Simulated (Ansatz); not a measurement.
Ligand exchange: Cd(CH3)Br + GeH3(NH2) → Cd(CH3)(NH2) + GeH3Br

Species: Cd(CH3)Br, singlet; GeH3(NH2), singlet; Cd(CH3)(NH2), singlet; GeH3Br `[GeH3][Br]`, singlet. The partners trade Br for NH2: Cd–Br and Ge–NH2 bonds give way to Cd–NH2 and Ge–Br.

Shapes, held fixed at every level: PBE0-D4/def2-TZVP. Programs: Ansatz 0.2.0. Electronic energies: no zero-point or thermal term.

```csv
level,kind,ΔE (kJ/mol),less CCSD(T)/def2-TZVPP,CPU time (sum over the molecules)
HF/def2-TZVPP,Hartree–Fock,+112.4,+31.8,–
SPW92/def2-TZVPP,LDA,+71.4,-9.2,6.3 s
r2SCAN-D4/def2-TZVPP,meta-GGA,+80.8,+0.2,23 s
BHLYP-D4/def2-TZVPP,global hybrid,+93.1,+12.5,13 s
wB97M-V/def2-TZVPP,range-separated hybrid,+84.3,+3.7,49 s
CCSD/def2-SVP,coupled cluster or CI,+96.4,+15.8,–
CCSD(T)/def2-TZVPP,coupled cluster or CI,+80.6,0.0,5.4 min
```

The highest level, CCSD(T)/def2-TZVPP, gives ΔE = +80.6 kJ/mol; the levels span +71.4 to +112.4. The column of differences is taken from that level and isn't an error. No measured value is set beside it here. For atoms past krypton def2 sets carry core potentials with scalar relativity. Relativity is left out for Br, Ge. Outer-core shells of Br, Cd, Ge are correlated, in sets that cover them unevenly. Times are processor times on shared x86 and Arm servers, and rough.
